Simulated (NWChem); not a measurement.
System: BaBr2; SMILES [Br][Ba][Br]

Input file for NWChem:

```
start job
memory heap 200 mb stack 900 mb global 1100 mb
geometry units angstroms noautoz
  Ba     0.000000     0.000000     0.574189
  Br     2.704499     0.000000    -0.563787
  Br    -2.704499     0.000000    -0.563787
end
basis spherical
  Ba library def2-svp
  Br library def2-svp
end
ecp
  Ba library def2-ecp
end
dft
  xc b3lyp
  iterations 150
end
tddft
  cis
  nroots 8
  notriplet
end
task tddft energy
```

Geometry: optimised at PBE0/def2-SVP. def2 effective core potentials on Ba; no spin-orbit coupling.

Vertical excitations in the gas phase.

Question: What results follow from this input? (B3LYP/def2-SVP with def2 effective core potentials on Ba, TDA.) Quantities: lowest excitation, singlet (eV); oscillator strength of that lowest state; lowest state with f > 0.02, singlet (eV); orbital gap (eV).

Answer: 
```json
{
  "lowest excitation, singlet (eV)": "3.63",
  "oscillator_strength_of_that_lowest_state": "0.004",
  "lowest state with f > 0.02, singlet (eV)": "3.75",
  "orbital gap (eV)": "4.42"
}
```
